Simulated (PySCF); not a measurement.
C4H9NSi, SMILES C#C[Si@H](C)NC.

Geometry: B3LYP-D3(BJ)/def2-SVP. The structure was generated by enumeration; whether it is a known compound was not checked. The values are those of a single conformer.

The numbers are results of PySCF with TDA-PBE/def2-SVPD, not measurements.

Vertical excitations. The molecule is in vacuum.

| state | energy (eV) | λ (nm) | f | main pairs |
|---|---|---|---|---|
| S1 | 4.48 | 277 | 0.004 | HOMO→LUMO 100 % |
| S2 | 4.69 | 264 | 0.005 | HOMO→LUMO+1 100 % |
| S3 | 5.50 | 225 | 0.000 | HOMO→LUMO+2 99 % |
| S4 | 5.89 | 210 | 0.002 | HOMO−1→LUMO 83 % |
| S5 | 5.91 | 210 | 0.014 | HOMO→LUMO+3 90 % |
| S6 | 6.16 | 201 | 0.003 | HOMO→LUMO+4 63 %, HOMO−1→LUMO+1 18 %, HOMO−2→LUMO 17 % |
| S7 | 6.18 | 201 | 0.006 | HOMO→LUMO+4 34 %, HOMO−1→LUMO+1 32 %, HOMO−2→LUMO 31 % |
| S8 | 6.31 | 197 | 0.007 | HOMO−2→LUMO+1 91 % |
| S9 | 6.66 | 186 | 0.019 | HOMO→LUMO+5 77 %, HOMO→LUMO+6 18 % |
| S10 | 6.71 | 185 | 0.024 | HOMO→LUMO+6 80 %, HOMO→LUMO+5 14 % |
| T1 | 4.34 | 286 | 0 | HOMO→LUMO 98 % |
| T2 | 4.57 | 271 | 0 | HOMO→LUMO+1 99 % |
| T3 | 4.94 | 251 | 0 | HOMO−2→LUMO 46 %, HOMO−1→LUMO+1 35 %, HOMO−1→LUMO 8 % |
| T4 | 5.32 | 233 | 0 | HOMO−1→LUMO 62 %, HOMO−2→LUMO+1 26 % |
Triplets are in the Tamm–Dancoff approximation.
